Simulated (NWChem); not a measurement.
System meant: BH2OBr; SMILES OBBr

The following NWChem deck was run.

```
start job
memory heap 200 mb stack 900 mb global 1100 mb
geometry units angstroms noautoz
  B     -0.574275     1.095668     0.000000
  H     -1.759314     1.289799     0.000000
  Br     0.078299    -0.720051     0.000000
  O      0.269350     2.131727     0.000000
  H      1.200799     1.878180     0.000000
end
basis spherical
  * library def2-svp
end
dft
  xc pbe0
  iterations 4
  mulliken
end
task dft energy
```

End of the output:

```
    Atom       Charge   Shell Charges
 -----------   ------   -------------------------------------------------------
    1 B    5     5.23   1.96  0.55  0.28  1.38  0.75  0.31
    2 H    1     1.04   0.64  0.36  0.04
    3 Br  35    34.90   2.00  2.00  1.96  1.10  0.69  5.99  5.81  2.46  2.85  7.84  2.03  0.16
    4 O    8     7.94   1.97  0.84  0.55  2.70  1.86  0.02
    5 H    1     0.89   0.55  0.17  0.18

 center of mass
 --------------
 x =   0.00584488 y =  -0.16105574 z =   0.00000000

 moments of inertia (a.u.)
 ------------------
         471.323967985457           0.000000000000           0.000000000000
           0.000000000000          34.629151602226           0.000000000000
           0.000000000000           0.000000000000         505.953119587683

     Multipole analysis of the density
     ---------------------------------

     L   x y z        total         alpha         beta         nuclear
     -   - - -        -----         -----         ----         -------
     0   0 0 0     -0.000000    -25.000000    -25.000000     50.000000

     1   1 0 0      0.497603      0.248802      0.248802     -0.000000
     1   0 1 0      0.175439      0.087720      0.087720     -0.000000
     1   0 0 1      0.000000      0.000000      0.000000      0.000000

     2   2 0 0    -20.775317    -22.771363    -22.771363     24.767409
     2   1 1 0      1.573242      0.072183      0.072183      1.428877
     2   1 0 1      0.000000      0.000000      0.000000      0.000000
     2   0 2 0    -23.810977   -129.200261   -129.200261    234.589544
     2   0 1 1      0.000000      0.000000      0.000000      0.000000
     2   0 0 2    -22.312869    -11.156435    -11.156435      0.000000

 ------------------------------------------------------------------------
 dft energy failed                                                                                  0
 ------------------------------------------------------------------------
 ------------------------------------------------------------------------
  current input line :
    18: task dft energy
 ------------------------------------------------------------------------
 ------------------------------------------------------------------------
 This type of error is most commonly associated with calculations not reaching convergence criteria
 ------------------------------------------------------------------------
 For more information see the NWChem manual at https://nwchemgit.github.io

0:dft energy failed:Received an Error in Communication
```

Q: Can this run be used? If not, why, and what is the fix?

A: Convergence was not reached. Cause: the SCF was allowed too few iterations. This input runs:
```
start job
memory heap 200 mb stack 900 mb global 1100 mb
geometry units angstroms noautoz
  B     -0.574275     1.095668     0.000000
  H     -1.759314     1.289799     0.000000
  Br     0.078299    -0.720051     0.000000
  O      0.269350     2.131727     0.000000
  H      1.200799     1.878180     0.000000
end
basis spherical
  * library def2-svp
end
dft
  xc pbe0
  iterations 150
  mulliken
end
task dft energy
```
It converges to -2674.71439 Ha (PBE0/def2-SVP).
